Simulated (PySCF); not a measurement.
H₃NS₃W, SMILES [NH2][W]([SH])(=[S])=[S], multiplicity 1. The structure is a stationary point at PBE0-D3(BJ)/def2-SVP. The spin state was assumed, not searched. The structure was generated by enumeration; whether it is a known compound was not checked. The def2 effective core potentials stand for the cores of W; spin–orbit coupling is left out. One conformer was computed; it need not be the lowest.

All values below come from PySCF with PBE0-D3(BJ)/def2-SVP.

Harmonic wavenumbers (cm⁻¹): 126, 136, 161, 176, 198, 267, 359, 387, 525, 548, 557, 629, 659, 721, 1498, 2686, 3573, 3679. Rotational constants (GHz): 1.619, 1.523, 1.193; symmetry number 1.

### Question
Work out the zero-point energy and the ideal-gas rigid-rotor harmonic-oscillator thermochemistry at 298.15 K and 1 atm.

### Answer
ZPE = ½ Σ hcν = ½ × 16884 cm⁻¹ = 100.99 kJ/mol. H − E(el) = 124.68 kJ/mol. Entropy in J/(mol K): translation 179.76, rotation 121.68, vibration 81.25, total 382.69. G − E(el) = 10.58 kJ/mol. Cp = 118.81 J/(mol K). Modes under 150 cm⁻¹ make the vibrational entropy uncertain.
